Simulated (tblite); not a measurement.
Compound: C5H12BrFSi.
SMILES with atom numbers: `[CH3:1][SiH:2]([CH3:3])[C@H:4]([F:5])[CH2:6][CH2:7][Br:8]` (hydrogens: H9, H10, H11 on C1; H12 on Si2; H13, H14, H15 on C3; H16 on C4; H17, H18 on C6; H19, H20 on C7)

Computed with GFN2-xTB (tblite), gas phase: L-BFGS steps from a force-field or distance-geometry start until the largest atomic force falls under 0.01 eV/Å.

Step 7: E = -744.4677 eV
```
atom  x, y, z in Å  |  force x, y, z in eV/Å
C1     -2.5621   -0.6738   -1.0139   -0.042  -0.001  -0.041
Si2    -1.1330    0.4869   -0.5561    0.002  -0.004  -0.014
C3     -1.5392    1.4526    1.0254   -0.016   0.030  -0.023
C4      0.4367   -0.6052   -0.2425    0.040   0.001   0.000
F5      0.1557   -1.4866    0.8013   -0.060   0.000   0.016
C6      1.6969    0.1686    0.1187    0.003   0.019  -0.004
C7      2.8764   -0.7694    0.3128   -0.065  -0.008   0.001
Br8     4.5023    0.2338    0.7122    0.000  -0.024  -0.001
H9     -2.3440   -1.2441   -1.9127    0.002  -0.004   0.015
H10    -3.4584   -0.0912   -1.2080   -0.014  -0.045   0.010
H11    -2.7932   -1.3835   -0.2221    0.058   0.062  -0.022
H12    -0.8131    1.3937   -1.6797    0.037  -0.087   0.094
H13    -0.7355    2.1329    1.2961   -0.053  -0.011   0.028
H14    -1.7227    0.7919    1.8710    0.044   0.029  -0.064
H15    -2.4375    2.0450    0.8692    0.046   0.007   0.063
H16     0.6406   -1.2537   -1.1023    0.011  -0.014  -0.033
H17     1.9104    0.8791   -0.6817   -0.029   0.013   0.000
H18     1.5265    0.7274    1.0419   -0.015   0.004  -0.030
H19     2.7074   -1.4418    1.1531    0.028   0.004   0.007
H20     3.0808   -1.3518   -0.5859    0.024   0.029  -0.002
```

Step 8: E = -744.4691 eV
```
atom  x, y, z in Å  |  force x, y, z in eV/Å
C1     -2.5626   -0.6730   -1.0153   -0.021  -0.004  -0.031
Si2    -1.1308    0.4852   -0.5571   -0.072   0.038   0.007
C3     -1.5391    1.4534    1.0240   -0.003   0.023  -0.004
C4      0.4364   -0.6057   -0.2431    0.042  -0.010   0.003
F5      0.1540   -1.4861    0.8002   -0.059  -0.014   0.034
C6      1.6950    0.1688    0.1181    0.043   0.011   0.008
C7      2.8742   -0.7693    0.3127   -0.012   0.000   0.002
Br8     4.5039    0.2328    0.7125   -0.027  -0.028  -0.006
H9     -2.3453   -1.2453   -1.9125    0.008  -0.006  -0.004
H10    -3.4608   -0.0940   -1.2084   -0.013  -0.023   0.006
H11    -2.7914   -1.3820   -0.2231    0.051   0.043   0.000
H12    -0.8101    1.3920   -1.6784    0.043  -0.071   0.072
H13    -0.7374    2.1340    1.2990   -0.030  -0.007   0.009
H14    -1.7214    0.7935    1.8700    0.038   0.006  -0.057
H15    -2.4372    2.0469    0.8736    0.032   0.002   0.031
H16     0.6426   -1.2546   -1.1016    0.008  -0.022  -0.050
H17     1.9090    0.8789   -0.6822   -0.028   0.018  -0.007
H18     1.5258    0.7273    1.0412   -0.024   0.013  -0.019
H19     2.7083   -1.4416    1.1538    0.014   0.006  -0.003
H20     3.0818   -1.3505   -0.5863    0.009   0.027   0.005
```

Task: Estimate the geometry and energy of step 9. (The exact step hangs on the optimiser's Hessian estimate; all steps are aligned on step 8, rigid shifts and turns removed.)

Result: E = -744.4703 eV, largest force 0.107 eV/Å
```
atom  x, y, z in Å  |  force x, y, z in eV/Å
C1     -2.5633   -0.6724   -1.0171    0.000  -0.002  -0.017
Si2    -1.1302    0.4844   -0.5577   -0.095   0.041   0.028
C3     -1.5391    1.4545    1.0226    0.009   0.013   0.010
C4      0.4368   -0.6063   -0.2437    0.015  -0.018   0.001
F5      0.1515   -1.4860    0.7999   -0.044  -0.014   0.031
C6      1.6941    0.1692    0.1177    0.046  -0.001   0.011
C7      2.8723   -0.7692    0.3126    0.040   0.009   0.004
Br8     4.5047    0.2314    0.7127   -0.038  -0.025  -0.006
H9     -2.3462   -1.2465   -1.9126    0.012  -0.007  -0.021
H10    -3.4632   -0.0966   -1.2086   -0.018  -0.003  -0.001
H11    -2.7890   -1.3799   -0.2239    0.040   0.019   0.023
H12    -0.8068    1.3892   -1.6761    0.050  -0.041   0.034
H13    -0.7395    2.1348    1.3016    0.003   0.005  -0.006
H14    -1.7195    0.7947    1.8682    0.027  -0.025  -0.035
H15    -2.4365    2.0487    0.8778    0.004   0.007   0.003
H16     0.6444   -1.2556   -1.1018    0.002  -0.019  -0.041
H17     1.9073    0.8790   -0.6827   -0.022   0.019  -0.009
H18     1.5247    0.7276    1.0403   -0.027   0.020  -0.006
H19     2.7094   -1.4414    1.1542    0.000   0.004  -0.008
H20     3.0828   -1.3489   -0.5866   -0.004   0.019   0.005
```

The energy changes by -0.0012 eV. The first-order estimate −F·Δx gives -0.0016 eV and the mean of the old and new forces, exact on a quadratic surface, -0.0011 eV. The step makes an angle of 51° with the force vector and moves no atom by more than 0.005 Å.

What follows is the cost of the whole relaxation. Hardware: Arm Neoverse V1, one thread, shared host with 32 logical CPUs at a one-minute load of 18. Cost: 0.43 s wall.
